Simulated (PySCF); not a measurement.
Si(Cl)(Br)(NH2)2 (BrClH₄N₂Si), SMILES N[Si](N)(Cl)Br.

Geometry optimised at PBE0-D3(BJ)/def2-SVP. This is a generated structure with no PubChem entry under its InChIKey; it may be hypothetical. One conformer was computed; it need not be the lowest.

Two levels are set side by side: TDDFT-PBE/def2-SVPD (PySCF) and TDDFT-LC-ωPBE/def2-SVPD (PySCF). Vertical, same geometry. The lowest singlet is HOMO→LUMO 97 % with PBE and HOMO→LUMO 49 %, HOMO→LUMO+4 10 % with the other functional; states are paired by order. Differences are taken from unrounded values.

| quantity | TDDFT-LC-ωPBE | TDDFT-PBE | TDDFT-PBE minus TDDFT-LC-ωPBE |
|---|---|---|---|
| lowest singlet excitation (eV) | 7.43 | 5.81 | -1.62 |
| lowest triplet excitation (TDA) (eV) | 6.91 | 5.59 | -1.32 |

Functionals without exact exchange tend to place singlet excitations lower, as here. Differences between two approximate levels are no errors against the true value.

Rough cost on one machine, each run with all the roots and properties that it gave: TDDFT-LC-ωPBE against TDDFT-PBE about 8 times.
